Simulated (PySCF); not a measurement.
# Ti: excitation energy

Ti [Ar] 3d2 4s2 (3F) → Ti [Ar] 3d4 (5D), as a difference of total energies. All numbers are calculated (PySCF 2.14, scalar relativity by spin-free X2C-1e, in aug-cc-pVTZ-DK (8s7p5d3f2g, 93 functions)). Correlated levels: valence: [Ar] frozen. The calculations carry no spin-orbit coupling.

```csv
method,excitation energy (eV)
UHF,4.569
MP2 (valence),4.028
SCS-MP2 (valence),5.111
CCSD (valence),4.102
CCSD(T) (valence),4.028
```

Q: How much does correlation contribute at CCSD(T) (valence)?

A: 4.028 − (4.569) = -0.541 eV, measured against UHF.

The coupled-cluster amplitudes are large for the upper state (T1 above 0.03 or a double amplitude above 0.15), so a single reference is strained.
